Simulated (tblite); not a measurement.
Species: C₈H₆N (doublet state).
Geometry (GFN2-xTB, Å), atoms numbered from 1 in this order:
```
atom  x, y, z in Å
C1    -2.7953    0.3250    0.2520
C2    -1.4786    0.0582    0.1300
C3    -0.8853   -1.2112   -0.3076
C4     0.4492   -1.0969   -0.3040
C5     0.8107    0.2539    0.1359
C6     2.0932    0.7425    0.2659
C7     3.2176   -0.0206   -0.0163
N8     4.1570   -0.6476   -0.2482
C9    -0.3856    0.9381    0.3945
H10   -3.5399   -0.4178    0.0237
H11   -3.1455    1.2883    0.5814
H12   -1.4673   -2.0724   -0.5778
H13    1.1765   -1.8414   -0.5704
H14    2.2626    1.7572    0.5997
H15   -0.4737    1.9528    0.7343
```

Method: GFN2-xTB as coded in tblite; computed harmonic values from a numerical Hessian at the method's own geometry, unscaled. The method is semi-empirical: single wavenumbers can be off by several per cent or more. One conformer, not necessarily the lowest. Open shells enter through the occupations alone, without spin polarisation, and single modes of such species can be off by tens of per cent.

Harmonic wavenumbers (cm⁻¹): 73.5, 105.1, 184.7, 254.8, 270.2, 376.7, 449.8, 474.4, 531.1, 577.0, 649.0, 658.0, 700.6, 720.4, 758.7, 832.8, 857.4, 869.6, 927.5, 934.6, 964.7, 1060.7, 1083.9, 1136.4, 1207.7, 1286.5, 1308.8, 1325.4, 1396.9, 1485.4, 1592.2, 1610.0, 2299.9, 3061.9, 3107.6, 3139.4, 3141.5, 3148.7, 3154.7.

A = 6307, B = 907.5, C = 793.4 MHz; mass 116.050 u (most abundant isotopes); point group Cs, symmetry number 1; spin multiplicity 2.

Problem. Zero-point energy?

Solution. Half the sum of the wavenumbers: 23859 cm⁻¹ = 285.42 kJ/mol.

Problem. What is S at 500 K and 1 bar for an ideal gas of classical rigid rotors and harmonic oscillators?

Solution. Translation 178.89, rotation 126.32, vibration 151.22, spin (R ln 2) 5.76: S = 462.2 J/(mol K).

Problem. And Cp and H(500 K) − H(0)?

Solution. Cp = 201.44 J/(mol K), of which vibrations give 168.18 (their classical limit is 39 R = 324.3); H(500 K) − H(0) = 58.43 kJ/mol without the zero-point energy, 41.80 from vibrations.

Problem. Which modes carry the vibrational entropy at 500 K?

Solution. 73.5 cm⁻¹: 21.25; 105.1 cm⁻¹: 18.29; 184.7 cm⁻¹: 13.67; 254.8 cm⁻¹: 11.08; 270.2 cm⁻¹: 10.61; 376.7 cm⁻¹: 8.04 J/(mol K); the other 33 give 68.29 together.

Problem. What must be added to the electronic energy to get the Gibbs energy at 500 K and 1 bar?

Solution. ZPE + [H(500 K) − H(0)] − T·S = 285.42 + 58.43 − 231.10 = 112.75 kJ/mol.

Hindered rotation and anharmonicity are outside this model. Other conformers, if any are populated, would add a mixing term that is left out.
